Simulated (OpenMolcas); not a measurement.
Ni2+ (d8) among equal point charges was computed by CASSCF with the d shell active (OpenMolcas, ANO-RCC-VDZP on the metal). Its lowest spin-free states, and all those of the highest spin:

```tsv
2S+1	Degeneracy	E (cm-1)
3	1	0.0
3	2	3059
3	1	3992
3	1	5756
3	2	6128
1	2	18007
1	2	20107
1	1	21179
3	2	22621
3	1	25565
1	1	27172
1	2	27604
```

Problem. Is the site octahedral, tetrahedral or cube-like, axial, or of lower symmetry?

Solution. The states with 2S+1 = 3 have orbital degeneracies 1, 2, 1, 1, 2, 2, 1. There are pairs but no triples, so the site is axial: not cubic, but with a proper or improper axis of order three or more. The run had Ni2+ among 6 point charges of -1.43 e arranged as a trigonal antiprism (D3d), 1.99 Å from the ion, with a polar angle of 50.9° against the regular 54.74°.

Without dynamic correlation the repulsion within the d shell is too large (B by tens of per cent), so at a given field states of lower spin stand too high. This is an electrostatic model: the charges have no orbitals. No measured value stands beside these numbers.
